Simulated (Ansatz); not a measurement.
Consider the substitution at a C–Si bond: `C[SiH](F)[SiH2]S` + `[O]=[W]([OH])([F])=[S]` → `C[O][W](=[O])([F])=[S]` + `F[SiH2][SiH2]S`.

Program: Ansatz. Geometries: PBE0-D4/def2-TZVP. ΔE: electronic, gas phase. CCSD(T)/CBS adds triple-zeta CCSD(T) − MP2 to the extrapolated MP2 energy (def2 sets, frozen cores). Functionals use def2-TZVPP. B3LYP here is the variant with VWN-RPA as its local correlation; programs differ in this. def2 core potentials past Kr. For W outer-core shells are correlated without core-valence functions, which leaves a few kJ/mol of doubt a bond. Each species was taken in one conformer, which may not be the lowest.

| level | ΔE (kJ/mol) |
| --- | --- |
| B3LYP-D4 | 82.4 |
| B2PLYP | 83.1 |

Question: What does CCSD(T)/CBS give? (Estimate.)

Answer: Computed: +89.9 kJ/mol. The listed levels differ from it by -7.5, -6.8 kJ/mol.

Largest T1 diagnostic among the species: 0.023, so the coupled-cluster value is less sure than usual.

In def2-TZVPP, CCSD(T) changes the Hartree–Fock value by +11.4 kJ/mol (the triples alone add −0.2 kJ/mol) and MP2 by +15.5 kJ/mol.
